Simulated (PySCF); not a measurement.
Record of a relaxation.

CoF2 (quartet state).
Bonds: Co1–F2, Co1–F3.

Computed by this run: PBE0-D3(BJ)/def2-SVP geometry optimisation, gas phase (PySCF); unrestricted, density fitting, grid level 1; the optimiser is geomeTRIC in internal coordinates, started from a GFN2-xTB structure with every atom displaced at random (about 0.03 Å). The frame can shift and turn from step to step; on so coarse a grid that alone can change the energy by a few meV, and forces under 0.02 eV/Å are noise.

Step 0: E = -43040.9362 eV, largest atomic force 4.767 eV/Å
```
atom  x, y, z in Å  |  force x, y, z in eV/Å
Co1     0.061   -0.077    0.013    0.243  -0.128  -2.717
F2     -0.033   -0.033    1.610   -0.192   0.075   4.762
F3     -0.045    0.013   -1.642   -0.051   0.053  -2.045
```

Step 1: E = -43041.2528 eV, largest atomic force 0.849 eV/Å
```
atom  x, y, z in Å  |  force x, y, z in eV/Å
Co1     0.053   -0.071   -0.002   -0.058   0.044  -0.469
F2     -0.026   -0.035    1.692    0.023  -0.019   0.848
F3     -0.043    0.009   -1.710    0.035  -0.025  -0.379
```

Step 2: E = -43041.2695 eV, largest atomic force 0.223 eV/Å
```
atom  x, y, z in Å  |  force x, y, z in eV/Å
Co1     0.043   -0.064   -0.005   -0.084   0.057  -0.163
F2     -0.019   -0.036    1.711    0.040  -0.024   0.218
F3     -0.040    0.003   -1.726    0.044  -0.033  -0.056
```

Step 3: E = -43041.2730 eV, largest atomic force 0.090 eV/Å
```
atom  x, y, z in Å  |  force x, y, z in eV/Å
Co1     0.032   -0.057   -0.007   -0.075   0.050  -0.005
F2     -0.013   -0.036    1.719    0.036  -0.021  -0.036
F3     -0.036   -0.005   -1.732    0.040  -0.029   0.040
```

Step 4: E = -43041.2748 eV, largest atomic force 0.125 eV/Å
```
atom  x, y, z in Å  |  force x, y, z in eV/Å
Co1     0.021   -0.049   -0.008   -0.055   0.036   0.067
F2     -0.008   -0.034    1.722    0.025  -0.015  -0.121
F3     -0.029   -0.014   -1.734    0.030  -0.021   0.054
```

Step 5: E = -43041.2767 eV, largest atomic force 0.138 eV/Å
```
atom  x, y, z in Å  |  force x, y, z in eV/Å
Co1     0.001   -0.036   -0.008   -0.013   0.009   0.110
F2     -0.004   -0.030    1.722    0.005  -0.005  -0.138
F3     -0.014   -0.031   -1.734    0.009  -0.004   0.028
```

Step 6: E = -43041.2771 eV, largest atomic force 0.064 eV/Å
```
atom  x, y, z in Å  |  force x, y, z in eV/Å
Co1    -0.006   -0.032   -0.007    0.000   0.000   0.061
F2     -0.003   -0.030    1.720   -0.001  -0.002  -0.064
F3     -0.007   -0.035   -1.732    0.000   0.002   0.002
```

Step 7: E = -43041.2771 eV, largest atomic force under 0.02 eV/Å
```
atom  x, y, z in Å  |  force x, y, z in eV/Å
Co1    -0.006   -0.032   -0.007    0.001  -0.001   0.009
F2     -0.004   -0.031    1.718   -0.001   0.000  -0.005
F3     -0.007   -0.034   -1.731    0.000   0.001  -0.004
```

**Question.** Summarise the path.

**Answer.** The energy falls by 32.89 kJ/mol from step 0 to step 7; nine tenths of that is first reached at step 1. It falls at every step. The largest force goes from 4.767 to under 0.02 eV/Å. Among the bonds Co1–F2 changes most, from 1.601 to 1.725 Å; the atoms move by 0.099 Å rms after alignment.

**Question.** Follow the energy, the force and the coordinates that change most from start to end.

**Answer.** 
| step | E above end (kJ/mol) | largest force (eV/Å) | Co1–F2 (Å) | Co1–F3 (Å) | F2–Co1–F3 (°) |
| --- | --- | --- | --- | --- | --- |
| 0 | 32.89 | 4.767 | 1.601 | 1.661 | 171.6 |
| 1 | 2.35 | 0.849 | 1.696 | 1.712 | 173.0 |
| 2 | 0.74 | 0.223 | 1.718 | 1.724 | 174.2 |
| 3 | 0.40 | 0.090 | 1.727 | 1.727 | 175.6 |
| 4 | 0.22 | 0.125 | 1.730 | 1.727 | 176.9 |
| 5 | 0.04 | 0.138 | 1.730 | 1.726 | 179.2 |
| 6 | 0.00 | 0.064 | 1.727 | 1.725 | 180.0 |
| 7 | 0.00 | under 0.02 | 1.725 | 1.725 | 179.9 |

What follows is the cost of the whole optimisation. Hardware: an Arm Neoverse V1 with one thread, no GPU, shared host with 32 logical CPUs at a one-minute load of 16. Cost: 31 s wall, 0.26 GiB resident at most.
